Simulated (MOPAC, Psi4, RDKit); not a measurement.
Internal rotation in SMILES O[SiH2]F (H3FOSi). Scanned: dihedral H4–O1–Si2–F3; all other coordinates were relaxed at GFN2-xTB. Points at φ and −φ are mirror images. Heavy atoms are numbered in the order of the SMILES O[SiH2]F, hydrogens after them in the order of the atoms that carry them; the mirror image has the same energies with the sign of each dihedral reversed.

Levels: PM6, restricted, heats of formation // GFN2-xTB (MOPAC); AM1, restricted, heats of formation // GFN2-xTB (MOPAC); MMFF94 // GFN2-xTB (RDKit); MP2/cc-pVTZ = Psi4 with DF-MP2 (frozen core)/cc-pVTZ // GFN2-xTB.

Energies relative to the lowest point of each profile, in kcal/mol; the last columns give the difference from MP2:

```csv
φ / °,PM6,AM1,MMFF94,MP2/cc-pVTZ,PM6 − MP2/cc-pVTZ,AM1 − MP2/cc-pVTZ,MMFF94 − MP2/cc-pVTZ
-160,2.4,2.1,3.5,1.5,0.9,0.6,2.0
-140,1.8,1.7,3.1,1.3,0.5,0.4,1.8
-120,1.1,1.2,2.8,0.9,0.2,0.3,1.9
-100,0.5,0.7,2.6,0.4,0.1,0.3,2.2
-80,0.2,0.3,2.3,0.0,0.1,0.3,2.3
-60,0.0,0.1,1.8,0.0,0.0,0.1,1.8
-40,0.0,0.0,1.0,0.4,-0.3,-0.4,0.6
-20,0.2,0.1,0.3,0.9,-0.7,-0.8,-0.6
0,0.2,0.1,0.0,1.1,-0.9,-1.0,-1.1
20,0.2,0.1,0.3,0.9,-0.7,-0.8,-0.6
40,0.0,0.0,1.0,0.4,-0.3,-0.4,0.6
60,0.0,0.1,1.8,0.0,0.0,0.1,1.8
80,0.2,0.3,2.3,0.0,0.1,0.3,2.3
100,0.5,0.7,2.6,0.4,0.1,0.3,2.2
120,1.1,1.2,2.8,0.9,0.2,0.3,1.9
140,1.8,1.7,3.1,1.3,0.5,0.4,1.8
160,2.4,2.1,3.5,1.5,0.9,0.6,2.0
180,2.7,2.2,3.7,1.5,1.1,0.7,2.1
```

PM6 is furthest from MP2/cc-pVTZ at 180 (1.1 kcal/mol, above); its mean absolute difference over the points is 0.4 kcal/mol.

AM1 is furthest from MP2/cc-pVTZ at 0 (-1.0 kcal/mol, below); its mean absolute difference over the points is 0.4 kcal/mol.

MMFF94 is furthest from MP2/cc-pVTZ at -80 (2.3 kcal/mol, above); its mean absolute difference over the points is 1.6 kcal/mol.

MMFF94 has few fitted parameters for silicon.
